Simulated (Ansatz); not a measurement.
Species: WF$_{2}$ (charge 0, quintet). The spin state was set by rule; other spins were not relaxed. 
Coordinates optimised at B3LYP-D3(BJ)/def2-TZVP (Ansatz, a quantum-chemistry and plane-wave program):
```xyz
3

W      0.0027     0.0031    -0.1202
F      1.7806     0.0207     0.5344
F     -1.8024    -0.0459     0.4537
```
Charge 0, spin multiplicity 5.

Computed values are from Ansatz. Valence correlation only, unless marked. UHF or UKS for open shells. No spin-orbit coupling. The frozen core is the preceding noble-gas configuration, with the filled d and f shells of earlier blocks. In def2 rows, elements after Kr have scalar-relativistic effective core potentials. Basis-set limits of correlation are two-point, X^-3; Hartree-Fock from the larger set. [CCSD(T)-MP2]/basis is that difference in the basis named.

```
Quantity                                                                                                              Result
-------------------------------------------  -------------------------------------------------------------------------------
atomisation energy De                        264.2 kcal/mol at RI-MP2/CBS(def2-TZVPPD,def2-QZVPPD)+[CCSD(T)-MP2]/def2-TZVPPD
vertical ionisation energy (to the quartet)         8.36 eV at RI-MP2/CBS(def2-TZVPPD,def2-QZVPPD)+[CCSD(T)-MP2]/def2-TZVPPD
total energy                                   -266.1988 Eh at RI-MP2/CBS(def2-TZVPPD,def2-QZVPPD)+[CCSD(T)-MP2]/def2-TZVPPD
dipole moment                                                                                    1.58 D at CCSD(T)/def2-SVPD
T1 diagnostic                                                                                      0.021 at CCSD/def2-TZVPPD
```
